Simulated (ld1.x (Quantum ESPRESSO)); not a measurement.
**Rh (Z = 45): excitation energies, all-electron against PAW**

Rh, PAW, made with ld1.x (Quantum ESPRESSO) 7.5 (PBE, fully relativistic). Core [Ar] 3d10, reference 4s2 4p6 4d8 5s0 5p1. Waves: 4s (bound): rcut 1.25, rcutus 1.65 bohr; 5s (bound, empty): rcut 1.25, rcutus 1.65 bohr; 4p (bound): rcut 1.45, rcutus 1.60 bohr; 5p (bound): rcut 1.45, rcutus 1.60 bohr; 4d (bound): rcut 1.35, rcutus 1.85 bohr; 4d channel at -0.15 Ry: rcut 1.35, rcutus 1.85 bohr. Local part: all-electron potential smoothed inside 1.40 bohr (lloc = -1). Core correction: Bessel-smoothed model core, default radius (core density twice the valence density). Augmentation charge: BESSEL, radius 1.10 bohr.

Open shells are filled in proportion to 2j + 1 (rel_dist='average').

Energies are relative to the spin-unpolarised reference configuration 4s2 4p6 4d8 5s0 5p1; without spin polarisation the order of configurations can differ from experiment.

**Question.** Give the all-electron excitation energy and the error of the potential for: 4s2 4p6 4d8 5s1 5p0; 4s2 4p6 4d8 5s0 5p0; 4s2 4p6 4d7 5s0 5p0; 4s2 4p6 4d8.5 5s0.5 5p0; 4s1 4p6 4d8 5s1 5p0; 4s2 4p6 4d9 5s0 5p0; 4s2 4p5 4d8 5s1 5p0.

**Answer.**

```
  valence configuration  charge  ΔE all-electron (eV)  error AE − PS (meV)
    4s2 4p6 4d8 5s1 5p0       0                -3.600                 +0.1
    4s2 4p6 4d8 5s0 5p0      +1                 3.862                 +0.1
    4s2 4p6 4d7 5s0 5p0      +2                23.372                 -0.1
4s2 4p6 4d8.5 5s0.5 5p0       0                -4.232                 +0.1
    4s1 4p6 4d8 5s1 5p0      +1                85.426                  +11
    4s2 4p6 4d9 5s0 5p0       0                -4.511                 -0.1
    4s2 4p5 4d8 5s1 5p0      +1                53.120                 +6.4
```

Levels in the configuration 4s2 4p6 4d8.5 5s0.5 5p0:

```csv
level,all-electron (eV),pseudo (eV)
4s j=1/2,-80.831,-80.831
4p j=1/2,-51.507,-51.506
4p j=3/2,-47.629,-47.629
4d j=3/2,-4.938,-4.938
4d j=5/2,-4.563,-4.563
5s j=1/2,-3.817,-3.817
```

The ghost test of this file was not conclusive.
